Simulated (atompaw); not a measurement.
cadmium (Cd): from the effect back to the setting (PAW (atompaw))

Base potential:

```
Element                 : Cd (Z = 48)
Generator               : atompaw 4.2.0.5
Type                    : PAW
Functional              : LDA (PW92)
Relativity              : scalar-relativistic
Frozen core             : [Kr]
Valence charge          : 12
Reference configuration : 4d10 5s1.5 5p0.5
Partial waves           : 5s (bound): rc 2.35 bohr; 5s channel at 3.25 Ry: rc 2.35 bohr; 5p (bound): rc 2.50 bohr; 5p channel at 0.95 Ry: rc 2.50 bohr; 4d (bound): rc 1.35 bohr; 4d channel at 1.1 Ry: rc 2.50 bohr
Local potential         : troulliermartins scheme with l = 3 at 1 Ry, radius 2.35 bohr
Core correction         : smooth core density matched at 1.35 bohr
Augmentation charge     : gaussian compensation charge, radius 2.00 bohr; PAW radius 2.50 bohr; waves and projectors: custom rrkj gramschmidtortho
```

Cutoffs, loose and tight: the cutoffs (Ry, on a coarse ladder) from which the occupation-weighted sum of valence levels, in a spherical-Bessel basis at the reference potential, stays within 10 and 1 mRy of its value at 400 Ry. They see the waves, projectors and local potential, not the compensation charge or the core.

Only the scale of all radii (base = 1) is moved (4 further runs of the sweep failed or gave no value and are left out):

| scale of all radii (base = 1) | cutoff, loose | cutoff, tight | bound ghosts |
| --- | --- | --- | --- |
| 0.95 | 70 Ry | 120 Ry | s |
| 1 | 60 Ry | 100 Ry | s |
| 1.04 | 55 Ry | 100 Ry | s |
| 1.13 | 50 Ry | 90 Ry | none |
| 1.22 | 40 Ry | 70 Ry | none |

Task: One more run gave cutoff, loose: 45 Ry; cutoff, tight: 80 Ry; bound ghosts: none. Which value of the scale of all radii (base = 1) was used?

Result: 1.17. The loose cutoff moves one way along this sweep, from 70 Ry at 0.95 to 40 Ry at 1.22, which places the run between 1.13 and 1.22.
